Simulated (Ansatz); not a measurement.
A nudged elastic band was laid between two geometries of CH₄BClS (8 atoms, charge 0, multiplicity 1).

All numbers below come from RKS BLYP/def2-SVP (Ansatz 0.2.0).

```json
{
  "movable images": "5",
  "climbing image": "yes",
  "spring": "5.0 eV/Å²",
  "optimiser": "quadratic models (default)",
  "start path": "through a guess of the saddle point",
  "force threshold": "0.05 eV/Å",
  "iteration limit": "60",
  "end points": "relaxed"
}
```

Initial state:

```xyz
8
Properties=species:S:1:pos:R:3
C -0.032 0.919 0.024
B -0.247 -0.584 -0.398
S 0.487 -2.031 0.417
Cl -1.300 -0.963 -1.798
H 0.633 1.063 0.898
H 0.386 1.496 -0.830
H -1.012 1.392 0.252
H 1.178 -1.350 1.378
```

Final state:

```xyz
8
Properties=species:S:1:pos:R:3
C -0.005 0.920 0.011
B -0.119 -0.577 -0.465
S 0.238 -2.042 0.546
Cl -0.644 -0.932 -2.142
H 0.683 1.481 -0.660
H -0.993 1.423 -0.087
H 0.346 1.048 1.054
H 0.586 -1.378 1.687
```

Task: Which bonds break or form, and what moves?

Result: No bond is made or broken. The dihedral H5–C1–B2–Cl4 goes from -180 to -57°. The two ends are copies of one structure, up to a mirror image or an exchange of like atoms.

Task: Give the energies along the band, and the barrier.

Result: The run converged. The highest image is number 3 of 0 to 6, 0.018 eV above the ends, which have the same energy within 2 meV. A vibrational analysis at the climbing image gives one clearly imaginary mode, 86i cm⁻¹: a first-order saddle point.

| image | path coordinate (Å) | energy (eV) | dihedral H5–C1–B2–Cl4 (°) |
| --- | --- | --- | --- |
| 0 | 0.00 | 0.000 | -180 |
| 1 | 0.55 | 0.004 | -162 |
| 2 | 1.09 | 0.014 | -142 |
| 3 | 1.64 | 0.018 | -121 |
| 4 | 2.19 | 0.013 | -99 |
| 5 | 2.73 | 0.004 | -77 |
| 6 | 3.28 | 0.000 | -57 |

Task: What is the geometry of the highest image?

Result: 
```xyz
8
Properties=species:S:1:pos:R:3
C -0.053 0.920 0.001
B -0.144 -0.577 -0.492
S 0.362 -2.011 0.506
Cl -0.765 -0.975 -2.119
H 0.997 1.185 0.254
H -0.417 1.647 -0.751
H -0.639 1.063 0.934
H 0.751 -1.310 1.611
```

Run time: 44 s on 1 thread of AMD EPYC 9R45 96-Core Processor (Zen 5), with other jobs on the host, peak memory 0.14 GiB.
